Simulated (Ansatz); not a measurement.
Reaction (cleavage of the Si–Si bond): `[AlH2][SiH2][SiH3]` + `[OH][Ge][F]` → `[F][Ge][O][SiH3]` + `[AlH2][SiH3]`

Computed with Ansatz on PBE0-D4/def2-TZVP structures; ΔE is electronic, products minus reactants. CCSD(T)/CBS adds triple-zeta CCSD(T) − MP2 to the extrapolated MP2 energy (def2 sets, frozen cores). This one scheme is used for every species. Functionals use def2-TZVPP. B3LYP here is the variant with VWN-RPA as its local correlation; programs differ in this. For Ge outer-core shells are correlated without core-valence functions, which leaves a few kJ/mol of doubt a bond. Scalar relativity is left out up to krypton. Each species was taken in one conformer, which may not be the lowest.

CCSD(T)/CBS gives -20.1 kcal/mol.

Question: Another level gave -14.0 kcal/mol. Which?
A. B3LYP/def2-TZVPP
B. PBE0/def2-TZVPP
C. revPBE-D4/def2-TZVPP
D. SCS-MP2/def2-TZVPP

Answer: C. revPBE-D4 -14.0, B3LYP -20.4, SCS-MP2/def2-TZVPP -23.1, PBE0 -15.7 kcal/mol.

Largest T1 diagnostic among the species: 0.015.

From r2SCAN to r2SCAN0 (25 % exact exchange), in def2-TZVPP and without D4, ΔE moves by −0.8 kcal/mol. Leaving LDA and LC-ωPBE aside and taking each functional with its dispersion term where it has one, the values, not all of them listed here, spread over 9.3 kcal/mol, from BHLYP-D4 to PBE-D4. In def2-TZVPP, CCSD(T) changes the Hartree–Fock value by +6.8 kcal/mol (the triples alone add +0.9 kcal/mol) and MP2 by +5.5 kcal/mol.
